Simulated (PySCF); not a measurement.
**Vibration and rotation of KBr**

RHF-CCSD(T) constants of KBr, ¹Σ⁺ (singlet), closed shell (K pcseg-1, Br pcseg-1; no relativity (PySCF 2.14); masses 38.9637 and 78.9183 u):

```
ωe              : 218.6 cm⁻¹
ωexe            : 0.704 cm⁻¹
Be              : 0.078497 cm⁻¹
αe              : 0.000394 cm⁻¹
D (centrifugal) : 4.05e-08 cm⁻¹
De to K + Br    : 3.73 eV
```

Estimate the standard entropy (1 bar) and heat capacity of the ideal gas at 298.15 K, rigid rotor with B0 and harmonic oscillator at the fundamental.

Translation (Sackur–Tetrode, M = 117.88 u): 168.3 J/(mol K). Rotation: q = kT/(σB0) = 2650 with σ = 1, 73.8. Vibration: x = hcν0/kT = 1.05, 8.29. S° = 250.5 J/(mol K); Cp = 7R/2 + 7.59 = 36.7 J/(mol K).

Correlated steps freeze 14 core orbitals. Correlated levels converge slowly with the basis: in double zeta they bind strong bonds too weakly, by up to about 1 eV, and carry superposition errors of some tenths. Where the molecule has an RHF reference, its open-shell atoms are computed with UHF.
